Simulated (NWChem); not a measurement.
System: C$_{3}$H$_{5}$FSi; SMILES [SiH3]C=C=CF

Input file for NWChem:

```
start job
memory heap 200 mb stack 900 mb global 1100 mb
geometry units angstroms noautosym nocenter noautoz
  F     -0.527209     2.719160     0.255501
  C      0.205477     1.836503    -0.458739
  C      0.512896     0.627709    -0.023214
  C      0.795629    -0.605155     0.351883
  Si    -0.329339    -2.074136    -0.032908
  H      0.529918     2.230403    -1.437420
  H      1.729314    -0.791519     0.922229
  H      0.428071    -3.098181    -0.836042
  H     -1.522755    -1.596574    -0.807090
  H     -0.772791    -2.727614     1.248609
end
basis spherical
  * library 6-31g*
end
dft
  xc xpbe96 cpbe96
  iterations 150
end
cosmo
  do_cosmo_smd true
  solvent propanol
end
task dft energy
```

All runs use the structure optimised with PBE-D3(BJ)/def2-SVP. Solvent: 1-propanol.

Level: PBE/6-31G* with SMD (1 M gas to 1 M solution), gas-phase geometry. Reactions with the solvent are ignored.

Question: Predict the main results of this run. (PBE/6-31G* (spherical d), SMD on the gas-phase geometry.) Quantities: solvation free energy (kcal/mol); cavity-dispersion-structure term (kcal/mol); dipole in solution (D).

Answer: The solvation free energy (kcal/mol) is -1.2. The cavity-dispersion-structure term (kcal/mol) comes out as 1.2 and the dipole in solution (D) comes out as 1.59.
